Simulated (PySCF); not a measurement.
Si(F)2(Me)(OH) (CH4F2OSi), SMILES C[Si](O)(F)F. The structure is a stationary point at PBE-D3(BJ)/def2-SVP. Other conformers were not sampled.

Computed equilibrium geometry at PBE-D3(BJ)/def2-SVP (PySCF confirms it by a frequency run) as Cartesian coordinates in Å, and its point group (one conformer of several):
point group Cs.
```xyz
9

C     -0.1510    -1.8186     0.0000
Si    -0.0056     0.0223     0.0000
O     -1.5145     0.7021     0.0000
F      0.8444     0.5515    -1.2889
F      0.8444     0.5515     1.2889
H     -0.6993    -2.1658     0.8978
H      0.8527    -2.2872     0.0000
H     -0.6993    -2.1658    -0.8978
H     -1.5524     1.6745     0.0000
```
Charge 0, spin multiplicity 1.
